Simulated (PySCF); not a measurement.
# Core-level binding energies of `[BH3-]N(C)C`

Species: C2H9BN (charge -1).
Cartesian coordinates in Å at the PBE0-D3(BJ)/def2-SVP level; atoms count from 1:
```xyz
13
C2H9BN angstrom
B     -0.577    1.486    0.411
N     -0.249   -0.024    0.517
C      1.142   -0.320    0.464
C     -0.978   -0.840   -0.392
H     -0.232    1.952   -0.721
H      0.041    2.115    1.299
H     -1.808    1.662    0.551
H      1.620   -0.103   -0.532
H      1.353   -1.393    0.678
H      1.687    0.288    1.206
H     -0.712   -0.675   -1.474
H     -0.823   -1.927   -0.201
H     -2.058   -0.632   -0.306
```

Theory: delta-SCF UKS SCAN, pcX-2 on the ionised atom, pcseg-1 elsewhere, spin-free X2C (PySCF). Binding energies are ΔSCF values: E(core-ionised, relaxed orbitals) − E(ground state) at a fixed geometry, referred to the vacuum level.

Question: Give the core binding energies atom by atom.

Answer: 
```json
{"atom(s)": "N2", "environment": "boron-bound nitrogen", "level": "N 1s", "binding energy (eV)": "398.47", "count": "1"}
{"atom(s)": "C3/C4", "environment": "N-methyl carbon", "level": "C 1s", "binding energy (eV)": "286.41", "count": "2"}
{"atom(s)": "B1", "environment": "four-coordinate boron", "level": "B 1s", "binding energy (eV)": "188.02", "count": "1"}
```

Question: Which effective nuclear charge Zeff reproduces each element's mean 1s value in the hydrogen-like formula E = 13.606 eV × Zeff²?

Answer: B (Z = 5): mean 188.0 eV, Zeff = 3.72, Z − Zeff = 1.28; C (Z = 6): mean 286.4 eV, Zeff = 4.59, Z − Zeff = 1.41; N (Z = 7): mean 398.5 eV, Zeff = 5.41, Z − Zeff = 1.59. Means run over the listed sites, weighted by atom count.

Atoms equivalent by their bonding share one computed value, that of the first of them. The species carries charge -1, so core ionisation leaves a neutral species. The basis sets have no added diffuse functions. Geometry: PBE0-D3(BJ)/def2-SVP; no solvent, vibrations or thermal averaging.

The run took 19 s on Arm Neoverse V2, one thread, no GPU (shared host).
